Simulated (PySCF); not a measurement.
Electron correlation in Zn(18+) (zinc, charge +18)

[Ne] 3s2, closed-shell 1S. Calculation: PySCF 2.14, in an even-tempered Gaussian basis (18 s from 1.7 bohr⁻², ratio 2.5; 11 p from 2.2 bohr⁻², ratio 2.5; 5 d from 8.7 bohr⁻², ratio 2.7; 4 f from 13 bohr⁻², ratio 2.7); scalar relativity by spin-free X2C-1e. Frozen: 1s2; 10 electrons correlated; the 19 highest virtual orbitals of each spin left out.

MP2 pair energies summed by pair of shells (mhartree):

```json
{"pair": "2p-2p", "energy": "-209.16", "share (%)": "51.1"}
{"pair": "3s-3s", "energy": "-71.40", "share (%)": "17.5"}
{"pair": "2s-2p", "energy": "-59.81", "share (%)": "14.6"}
{"pair": "2p-3s", "energy": "-50.52", "share (%)": "12.4"}
{"pair": "2s-2s", "energy": "-10.43", "share (%)": "2.5"}
{"pair": "2s-3s", "energy": "-7.68", "share (%)": "1.9"}
```

Total MP2 correlation energy: -408.99 mhartree.

Same-spin part -94.76 and opposite-spin part -314.24 mhartree; SCS-MP2 scales them by 1/3 and 6/5 to -408.67 mhartree.

MP2 falls well short for the outer s pair, which is nearly degenerate with np².
